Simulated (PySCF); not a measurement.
**A small calculation by hand: entropy of an ideal gas**

BI₃, SMILES IB(I)I.

The structure is a stationary point at B3LYP-D3(BJ)/def2-SVP. The isomer is the one that the SMILES or the coordinates give; other isomers of the formula were not compared. The def2 effective core potentials stand for the cores of I; spin–orbit coupling is left out.

B3LYP-D3(BJ)/def2-SVP (PySCF) gives the harmonic wavenumbers 104, 104, 193, 319, 708, 708 cm⁻¹ and the rotational temperatures 0.0280, 0.0280, 0.0140 K. The molar mass is 391.52 g/mol, the symmetry number 6, the spin multiplicity 1.

Question: Work out the entropy at 298.15 K and 1 atm in the rigid-rotor, harmonic-oscillator model.

Answer: 
Translation (Sackur–Tetrode at 1 atm): S = R[1.5 ln M + 2.5 ln T − 1.16487] = 183.2 J/(mol K).
Rotation: q = (√π/σ) T^1.5/√(θA θB θC) = 459000, S = R[ln q + 3/2] = 120.9 J/(mol K).
Vibration: with u = 1.4388 ν/T, each mode gives R[u/(e^u − 1) − ln(1 − e^−u)]:
| ν (cm⁻¹) | modes | u | S (J/(mol K)) |
|---|---|---|---|
| 104 | 2 | 0.50 | 28.27 |
| 193 | 1 | 0.93 | 9.20 |
| 319 | 1 | 1.54 | 5.50 |
| 708 | 2 | 3.42 | 2.48 |
These are all the modes. Sum 45.5 J/(mol K).
Spin: R ln 1 = 0.0 J/(mol K).
Total 349.5 J/(mol K); the program's own thermochemistry gives 349.5. Translation makes up 52 % and vibration 13 %. Anharmonicity, hindered rotation and orbital degeneracy are left out.
